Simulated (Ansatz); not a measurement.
Cartesian coordinates in Å:
```
F -1.628 0.817 0.256
Mo 0.004 0.016 0.007
F 0.169 1.107 -1.459
F 1.832 0.104 0.115
F 0.036 -0.186 1.829
S -0.413 -1.857 -0.747
```

The species carries charge 0 and has multiplicity 1. Mo takes the def2 core potential.

(1) List the ωB97M-V/def2-TZVPP orbital energies in eV (Ansatz 0.2.0). (An estimate is asked.)

## Answers

(1) The calculation gave: Occupied: -2428.64, -678.33, -678.33, -678.33, -678.33, -222.62, -165.65, -165.63, -165.63, -79.18, -51.89, -51.89, -51.55, -36.37, -36.30, -35.58, -35.58, -23.37, -18.19, -17.69, -17.38, -17.04, -17.04, -16.00, -15.41, -15.41, -15.02, -15.02, -14.97, -14.29, -13.39, -11.84, -11.84. Lowest empty: -2.17, -1.92, -1.92, -0.60, 1.11, 1.75, 1.96, 1.96.
